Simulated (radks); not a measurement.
Charge is removed step by step from the 5d (averaged over the sub-levels emptied) level of the hafnium ion Hf3+, starting from [Xe] 4f14 5d1. All-electron calculation, Dirac Kohn-Sham, PBE, spin-unpolarised, spherical densities, finite nucleus; open shells are shared between the two j in proportion to 2j + 1; Fermi nuclear charge, rms radius 5.347 fm. Program: a radial shooting solver on a logarithmic mesh with Libxc functionals.

removed (e) = 0: E - E(0) (eV) 0.000; eigenvalue (eV) -27.104; E minus straight line (eV) 0.000
removed (e) = 0.1: E - E(0) (eV) 2.766; eigenvalue (eV) -28.217; E minus straight line (eV) -0.517
removed (e) = 0.2: E - E(0) (eV) 5.644; eigenvalue (eV) -29.343; E minus straight line (eV) -0.922
removed (e) = 0.3: E - E(0) (eV) 8.635; eigenvalue (eV) -30.480; E minus straight line (eV) -1.214
removed (e) = 0.4: E - E(0) (eV) 11.740; eigenvalue (eV) -31.628; E minus straight line (eV) -1.391
removed (e) = 0.5: E - E(0) (eV) 14.961; eigenvalue (eV) -32.786; E minus straight line (eV) -1.454
removed (e) = 0.6: E - E(0) (eV) 18.298; eigenvalue (eV) -33.955; E minus straight line (eV) -1.400
removed (e) = 0.7: E - E(0) (eV) 21.752; eigenvalue (eV) -35.134; E minus straight line (eV) -1.228
removed (e) = 0.8: E - E(0) (eV) 25.325; eigenvalue (eV) -36.322; E minus straight line (eV) -0.938
removed (e) = 0.9: E - E(0) (eV) 29.017; eigenvalue (eV) -37.520; E minus straight line (eV) -0.529
removed (e) = 1: E - E(0) (eV) 32.829; eigenvalue (eV) -38.726; E minus straight line (eV) 0.000

Removing the whole electron costs 32.829 eV by Delta-SCF, against 27.104 eV from minus the eigenvalue at the starting occupation. Slater's transition state (half an electron removed) gives 32.786 eV. Integrating minus the eigenvalue over the occupation (Janak's theorem) gives 32.829 eV. The mean slope of the eigenvalue, de/dn, is 11.6 eV per electron. Ionisation energy of Hf3+ in the NIST Atomic Spectra Database: 33.37 eV (semi-empirical).

Beside tabulated values, note that spin-unpolarised runs miss the spin-polarisation part of the exchange energy of open shells.
